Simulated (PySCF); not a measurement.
PySCF input for Al(Cl)(F)(SH) (AlClFHS), SMILES [F][Al]([SH])[Cl], ADC(2)/aug-cc-pVDZ. The structure is a stationary point at B3LYP-D3(BJ)/def2-SVP. The values are those of a single conformer.

```python
import numpy as np
from pyscf import gto, scf, dft, adc

mol = gto.M(
    atom='''
    Al   -0.34801227   -0.03149184   -0.00000000
    Cl    0.66898052   -1.85279990    0.00000000
    F    -2.00740368   -0.02737241    0.00000000
    S     0.72715949    1.84855947    0.00000000
    H    -0.41642820    2.57639241    0.00000000
    ''',
    basis='aug-cc-pVDZ',
    charge=0,
    spin=0,
    max_memory=1600,
    verbose=4,
)
mf = scf.RHF(mol)
mf.conv_tol = 1e-10
mf.max_cycle = 100
mf.kernel()
res = {}
for kind, nroots in (('ee', 6), ('ip', 6), ('ea', 2)):
    a = adc.ADC(mf).density_fit('aug-cc-pvdz-ri')
    a.method, a.method_type = 'adc(2)', kind
    e, v, p, x = a.kernel(nroots=nroots)
    res[kind] = (e * 27.211386245988, p)
for kind, (e, p) in res.items():
    print(kind, 'energies / eV', np.round(e, 3), 'strengths', np.round(p, 4))
```

It prints:

```
PySCF version 2.14.0

[INPUT] verbose = 4
[INPUT] num. atoms = 5
[INPUT] num. electrons = 56
[INPUT] charge = 0
[INPUT] spin (= nelec alpha-beta = 2S) = 0
[INPUT] symmetry False subgroup None
[INPUT] Mole.unit = angstrom
[INPUT] Symbol           X                Y                Z      unit          X                Y                Z       unit  Magmom
[INPUT]  1 Al    -0.348012270000  -0.031491840000   0.000000000000 AA   -0.657647878288  -0.059510952759   0.000000000000 Bohr   0.0
[INPUT]  2 Cl     0.668980520000  -1.852799900000   0.000000000000 AA    1.264189965469  -3.501284374622   0.000000000000 Bohr   0.0
[INPUT]  3 F     -2.007403680000  -0.027372410000   0.000000000000 AA   -3.793443176644  -0.051726358269   0.000000000000 Bohr   0.0
[INPUT]  4 S      0.727159490000   1.848559470000   0.000000000000 AA    1.374132284978   3.493271123271   0.000000000000 Bohr   0.0
[INPUT]  5 H     -0.416428200000   2.576392410000   0.000000000000 AA   -0.786935248546   4.868676044308   0.000000000000 Bohr   0.0

nuclear repulsion = 243.46564230369
number of shells = 37
number of NR pGTOs = 196
number of NR cGTOs = 113
basis = aug-cc-pVDZ
ecp = {}


******** <class 'pyscf.scf.hf.RHF'> ********
method = RHF
initial guess = minao
damping factor = 0
level_shift factor = 0
DIIS = <class 'pyscf.scf.diis.CDIIS'>
diis_start_cycle = 1
diis_space = 8
diis_damp = 0
SCF conv_tol = 1e-10
SCF conv_tol_grad = None
SCF max_cycles = 100
direct_scf = True
direct_scf_tol = 1e-13
Set gradient conv threshold to 1e-05
Initial guess from minao.
init E= -1199.22136195449
  HOMO = -0.336513827218076  LUMO = -0.0295132367877535  gap/eV = 8.35391
cycle= 1 E= -1199.12090429978  delta_E=  0.1  |g|= 0.546  |ddm|= 1.86
  HOMO = -0.427910540513038  LUMO = 0.0128576584252356  gap/eV = 11.99391
cycle= 2 E= -1199.17764802234  delta_E= -0.0567  |g|= 0.332  |ddm|= 0.66
  HOMO = -0.414752334474852  LUMO = 0.0213786884620522  gap/eV = 11.86773
cycle= 3 E= -1199.19684361699  delta_E= -0.0192  |g|= 0.0415  |ddm|= 0.204
  HOMO = -0.409059418174222  LUMO = 0.0241952619354731  gap/eV = 11.78946
cycle= 4 E= -1199.19767343217  delta_E= -0.00083  |g|= 0.0138  |ddm|= 0.0717
  HOMO = -0.408388266397657  LUMO = 0.0237688019123254  gap/eV = 11.75959
cycle= 5 E= -1199.197784363  delta_E= -0.000111  |g|= 0.00346  |ddm|= 0.0233
  HOMO = -0.40877236909376  LUMO = 0.023706254397311  gap/eV = 11.76834
cycle= 6 E= -1199.19779525206  delta_E= -1.09e-05  |g|= 0.000932  |ddm|= 0.00794
  HOMO = -0.408585353315403  LUMO = 0.0237100538437405  gap/eV = 11.76336
cycle= 7 E= -1199.19779611898  delta_E= -8.67e-07  |g|= 0.000266  |ddm|= 0.00209
  HOMO = -0.408599004055191  LUMO = 0.0237096359426667  gap/eV = 11.76372
cycle= 8 E= -1199.1977961873  delta_E= -6.83e-08  |g|= 6.46e-05  |ddm|= 0.000732
  HOMO = -0.40859561446951  LUMO = 0.0237098802795535  gap/eV = 11.76363
cycle= 9 E= -1199.19779619178  delta_E= -4.48e-09  |g|= 2.06e-05  |ddm|= 0.000154
  HOMO = -0.408592283617104  LUMO = 0.0237104072056127  gap/eV = 11.76356
cycle= 10 E= -1199.19779619221  delta_E= -4.3e-10  |g|= 5.89e-06  |ddm|= 5.01e-05
  HOMO = -0.408593142231124  LUMO = 0.0237102000140323  gap/eV = 11.76357
cycle= 11 E= -1199.19779619225  delta_E= -3.52e-11  |g|= 1.32e-06  |ddm|= 1.44e-05
  HOMO = -0.408592812801255  LUMO = 0.023710259243968  gap/eV = 11.76357
Extra cycle  E= -1199.19779619225  delta_E= -1.14e-12  |g|= 6.39e-07  |ddm|= 2.36e-06
converged SCF energy = -1199.19779619225

******** <class 'pyscf.adc.radc.RADC'> ********
******** ADC Orbital Information ********
Number of Frozen Occupied Orbitals: 0
Number of Frozen Virtual Orbitals: 0
Number of Active Occupied Orbitals: 28
Number of Active Virtual Orbitals: 85
*****************************************
******** <class 'pyscf.df.df.DF'> ********
auxbasis = aug-cc-pvdz-ri
Reference correlation energy (doubles): -0.57741542
MP2 correlation energy of reference state (a.u.) = -0.57741542

******** <class 'pyscf.adc.radc_ee.RADCEE'> ********
max_space = 12
max_cycle = 50
conv_tol = 1e-08

*************************************************************
        ADC calculation summary (singlet states only)
*************************************************************
adc(2) root 0  |  Energy (Eh) =   0.2245520390  |  Energy (eV) =   6.11037222  |  Osc. strength = 0.06781756  |  conv = True
adc(2) root 1  |  Energy (Eh) =   0.2511940507  |  Energy (eV) =   6.83533828  |  Osc. strength = 0.00061738  |  conv = True
adc(2) root 2  |  Energy (Eh) =   0.2571390462  |  Energy (eV) =   6.99710985  |  Osc. strength = 0.06153621  |  conv = True
adc(2) root 3  |  Energy (Eh) =   0.2818415527  |  Energy (eV) =   7.66929929  |  Osc. strength = 0.30354520  |  conv = True
adc(2) root 4  |  Energy (Eh) =   0.2873125633  |  Energy (eV) =   7.81817307  |  Osc. strength = 0.16352329  |  conv = True
adc(2) root 5  |  Energy (Eh) =   0.2884248352  |  Energy (eV) =   7.84843953  |  Osc. strength = 0.06515365  |  conv = True

******** <class 'pyscf.adc.radc.RADC'> ********
******** ADC Orbital Information ********
Number of Frozen Occupied Orbitals: 0
Number of Frozen Virtual Orbitals: 0
Number of Active Occupied Orbitals: 28
Number of Active Virtual Orbitals: 85
*****************************************
******** <class 'pyscf.df.df.DF'> ********
auxbasis = aug-cc-pvdz-ri
Reference correlation energy (doubles): -0.57741542
MP2 correlation energy of reference state (a.u.) = -0.57741542

******** <class 'pyscf.adc.radc_ip.RADCIP'> ********
max_space = 12
max_cycle = 50
conv_tol = 1e-08

*************************************************************
        ADC calculation summary (doublet states only)
*************************************************************
adc(2) root 0  |  Energy (Eh) =   0.3816409527  |  Energy (eV) =  10.38497928  |  Spec. factor = 1.81505149  |  conv = True
adc(2) root 1  |  Energy (Eh) =   0.4299794999  |  Energy (eV) =  11.70033815  |  Spec. factor = 1.80411080  |  conv = True
adc(2) root 2  |  Energy (Eh) =   0.4422076892  |  Energy (eV) =  12.03308413  |  Spec. factor = 1.79657860  |  conv = True
adc(2) root 3  |  Energy (Eh) =   0.4488947659  |  Energy (eV) =  12.21504876  |  Spec. factor = 1.80788735  |  conv = True
adc(2) root 4  |  Energy (Eh) =   0.4969587994  |  Energy (eV) =  13.52293773  |  Spec. factor = 1.77517528  |  conv = True
adc(2) root 5  |  Energy (Eh) =   0.5068293488  |  Energy (eV) =  13.79152906  |  Spec. factor = 1.73270883  |  conv = True

******** <class 'pyscf.adc.radc.RADC'> ********
******** ADC Orbital Information ********
Number of Frozen Occupied Orbitals: 0
Number of Frozen Virtual Orbitals: 0
Number of Active Occupied Orbitals: 28
Number of Active Virtual Orbitals: 85
*****************************************
******** <class 'pyscf.df.df.DF'> ********
auxbasis = aug-cc-pvdz-ri
Reference correlation energy (doubles): -0.57741542
MP2 correlation energy of reference state (a.u.) = -0.57741542

******** <class 'pyscf.adc.radc_ea.RADCEA'> ********
max_space = 12
max_cycle = 50
conv_tol = 1e-08

*************************************************************
        ADC calculation summary (doublet states only)
*************************************************************
adc(2) root 0  |  Energy (Eh) =   0.0006136931  |  Energy (eV) =   0.01669944  |  Spec. factor = 1.93474190  |  conv = True
adc(2) root 1  |  Energy (Eh) =   0.0245707434  |  Energy (eV) =   0.66860398  |  Spec. factor = 1.96142366  |  conv = True
ee energies / eV [6.11  6.835 6.997 7.669 7.818 7.848] strengths [0.0678 0.0006 0.0615 0.3035 0.1635 0.0652]
ip energies / eV [10.385 11.7   12.033 12.215 13.523 13.792] strengths [1.8151 1.8041 1.7966 1.8079 1.7752 1.7327]
ea energies / eV [0.017 0.669] strengths [1.9347 1.9614]
```

The run converged.

Cost: very roughly 14 core-minutes.
